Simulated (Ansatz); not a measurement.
Relaxation of F₄H₂HfS (8 atoms, charge 0, multiplicity 1), to a largest force component of 0.03 eV/Å in at most 50 steps.

Theory: RKS PBE/def2-SVP in Ansatz 0.2.0.

```xyz
8
Properties=species:S:1:pos:R:3
Hf 0.191 0.082 -0.156
F -0.036 -0.058 1.786
F 2.064 -0.079 -0.499
F -0.333 1.777 -0.875
F -0.647 -1.390 -1.055
S -3.253 0.116 1.306
H -3.319 -1.190 0.908
H -2.137 -0.131 2.091
```

Where does it end, and by what steps?

The forces met the threshold. The force dipped under the threshold on the way, but the program's further checks kept it going. After 24 steps the energy has fallen by 0.265 eV; H8 moved furthest, 0.90 Å. Joined: Hf1–S6 (3.74 → 2.98 Å).

| step | energy less start (eV) | largest force component (eV/Å) | accepted |
| --- | --- | --- | --- |
| 0 | 0.0000 | 0.676 | yes |
| 1 | -0.0787 | 0.537 | yes |
| 2 | -0.1609 | 0.569 | yes |
| 3 | -0.2101 | 0.682 | yes |
| 4 | -0.2251 | 0.208 | yes |
| 5 | -0.2293 | 0.180 | yes |
| 6 | -0.2430 | 0.381 | yes |
| 7 | -0.2496 | 0.127 | yes |
| 8 | -0.2506 | 0.037 | yes |
| 9 | -0.2512 | 0.011 | yes |
| 10 | -0.2515 | 0.031 | yes |
| 11 | -0.2518 | 0.054 | yes |
| 12 | -0.2508 | 0.254 | no |
| 13 | -0.2521 | 0.030 | yes |
| 14 | -0.2523 | 0.196 | yes |
| 15 | -0.2535 | 0.142 | yes |
| 16 | -0.2551 | 0.153 | yes |
| 17 | -0.2609 | 0.033 | yes |
| 18 | -0.2530 | 0.559 | no |
| 19 | -0.2628 | 0.016 | yes |
| 20 | -0.2625 | 0.271 | no |
| 21 | -0.2637 | 0.044 | yes |
| 22 | -0.2640 | 0.092 | yes |
| 23 | -0.2642 | 0.196 | yes |
| 24 | -0.2655 | 0.007 | yes |

```xyz
8
Properties=species:S:1:pos:R:3
Hf 0.035 -0.010 -0.062
F 0.247 -0.481 1.798
F 1.856 0.033 -0.663
F -0.523 1.807 -0.390
F -0.705 -1.391 -1.189
S -2.831 -0.071 0.743
H -2.838 -1.308 1.316
H -2.710 0.549 1.951
```

Whether the end is a true minimum wasn't checked by a vibrational analysis.

The run took 18 s on 4 threads of Intel(R) Xeon(R) 6975P-C (Granite Rapids), with other jobs on the host, peak memory 0.18 GiB.
